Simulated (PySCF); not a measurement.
SMILES BC[SiH2]B(O)O (CH₈B₂O₂Si) (GFN2-xTB optimised geometry):

```
14

B     -0.191    -1.111    -2.773
C     -1.386    -1.319    -1.825
Si    -0.720    -0.935    -0.043
B      0.186     0.821     0.000
O      1.534     0.821     0.000
O     -0.415     2.047     0.000
H      0.539    -1.994    -3.016
H      0.021    -0.053    -3.233
H     -2.219    -0.636    -1.992
H     -1.783    -2.330    -1.793
H     -1.943    -1.014     0.797
H      0.104    -2.077     0.382
H      1.943     1.691    -0.017
H     -1.370     2.077    -0.004
```

Level of theory: PySCF with PBE0/def2-TZVP.

### Question
What are the frontier orbital energies and the dipole moment?

### Answer
HOMO-2 -8.97 eV, HOMO-1 -8.64 eV, HOMO -8.41 eV, LUMO -1.17 eV, LUMO+1 -0.42 eV; dipole moment 2.07 D.

Meta-Löwdin charges at PBE0/def2-TZVP: B1 -0.02, C2 -0.51, Si3 0.46, B4 0.26, O5 -0.51, O6 -0.52, H7 0.01, H8 0.01, H9 0.13, H10 0.14, H11 -0.09, H12 -0.08, H13 0.35, H14 0.36.
